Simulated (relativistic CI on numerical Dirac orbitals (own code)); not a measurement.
**What each ingredient does to the levels of Lu XXXVIII**

Base calculation: Dirac-Coulomb-Breit CI, KLI orbitals optimised for each configuration, QED by a radiative potential, unscaled Slater integrals.

Configuration list (outside the closed core [Ar] 3d10): 4s2 4p4, 4s 4p5, 4s2 4p3 4d, 4p6, 4s 4p4 4d, 4s2 4p3 4f, 4s 4p4 4f, 4p5 4d, 4s 4p3 4d2, 4s2 4p2 4d 4f, 4p5 4f, 4p4 4d2, 4p3 4d3, 4p3 4d2 4f. Double excitations out of closed p, d and f shells are left out; levels of such configurations are missing from the list, as are those of other unlisted configurations, and high levels can miss mixing partners.

Variants: (1) valence Slater integrals scaled by 0.9; (2) one mean potential for all configurations; (3) non-relativistic limit. Shifts of the energy above 4s2 4p4 3P_2, in cm⁻¹, for the lowest level and the first level of each name with at least 55 % of one term (blank where a level changes its place among those of its configuration and J or its character, or is not in the variant):

| Level | Base | Δ(1) | Δ(2) | Δ(3) |
| --- | --- | --- | --- | --- |
| 4s2 4p4 3P_2 | 0 | 0 | 0 | 0 |
| 4s2 4p4 1S_0 | 77189 | -7830 | -19 |  |
| 4s2 4p4 3P_1 | 589785 | +2012 | +28 | -589784 |
| 4s2 4p4 1D_2 | 625736 | -1532 | +24 | -573697 |
| 4s2 4p3 4d 3P°_0 | 1157470 | +5593 | +50 |  |
| 4s2 4p4 3P_0 | 1247965 | -2900 | +45 |  |
| 4s2 4p3 4d 3G°_5 | 1882742 | +5488 | +24 | -760419 |
| 4s 4p4 4d 5F_5 | 2555750 | +15248 | +169 | -859759 |
| 4s 4p4 4d 3P_0 | 2570886 | +7554 | +282 |  |

At this charge energies of transitions that change n are usually good to better than 1 %, and those within a shell (Δn = 0) to a few per cent.

Ionisation energy from the two ground configurations alone: base 1695.82 eV. The NIST ASD value (theoretical) is 1696 eV.

LS names give the leading component of a level, which can be under half, so a name can repeat, a term be missing and a line seem to break the LS rules.
